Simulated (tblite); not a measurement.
C₇H₄FO (doublet state).
Bonds: O1–C2 (double), C2–C3, C3–C4 (aromatic), C4–C5 (aromatic), C5–C6 (aromatic), C6–C7 (aromatic), C7–C8 (aromatic), C8–F9, C3–C8 (aromatic). Hydrogens: H10 on C2; H11 on C4; H12 on C5; H13 on C7.

The geometry is computed with GFN2-xTB (gas phase). This method treats the open shell by occupation alone, without spin polarisation.

Problem. Give the optimised bond lengths and angles.

Solution. 
```
  bond  length (Å)     order
 O1=C2       1.203    double
 C2–C3       1.473    single
 C3–C4       1.395  aromatic
 C4–C5       1.389  aromatic
 C5–C6       1.366  aromatic
 C6–C7       1.363  aromatic
 C7–C8       1.391  aromatic
 C8–F9       1.344    single
 C3–C8       1.396  aromatic
C2–H10       1.105    single
C4–H11       1.080    single
C5–H12       1.078    single
C7–H13       1.078    single
```

Orders are formal, as drawn. A selection of angles:
```
   angle  degrees
O1–C2–C3    124.7
C2–C3–C4    120.3
C2–C3–C8    121.0
C4–C3–C8    118.7
C3–C4–C5    121.0
C4–C5–C6    116.9
C5–C6–C7    125.6
C6–C7–C8    116.5
C7–C8–F9    118.6
C3–C8–C7    121.3
C3–C8–F9    120.0
```

Torsions: O1–C2–C3–C4 0° (synperiplanar).

The C–C distances run from 1.363 Å (C6–C7, aromatic) to 1.473 Å (C2–C3, drawn single), a spread of 0.110 Å. The 9 heavy atoms lie in one plane (0.000 Å rms). The 6-membered ring C3–C4–C5–C6–C7–C8 has internal angles of 116.5° to 125.6°; it is planar, 0.00 Å rms from its mean plane, widest ring torsion 0°. C3 (carbon bonded to 3 C) is planar (angles 121.0°, 120.3° and 118.7°, sum 360.0°, 0.00 Å off the plane of its three neighbours). C7 (carbon bonded to 2 C and H) is planar (angles 123.6°, 119.9° and 116.5°, sum 360.0°, 0.00 Å off the plane of its three neighbours). Of the pairs four or more bonds apart, F9···H10 is among the closest relative to their van der Waals radii: 2.41 Å, 90 % of the sum of Bondi's values. C8 (carbon bonded to 2 C and F) is planar (angles 121.3°, 120.0° and 118.6°, sum 360.0°, 0.00 Å off the plane of its three neighbours).

Point group: Cs (tolerance 0.08 Å). Its GFN2-xTB frequencies are all real (lowest 101 cm⁻¹).

One conformer stands for the species.
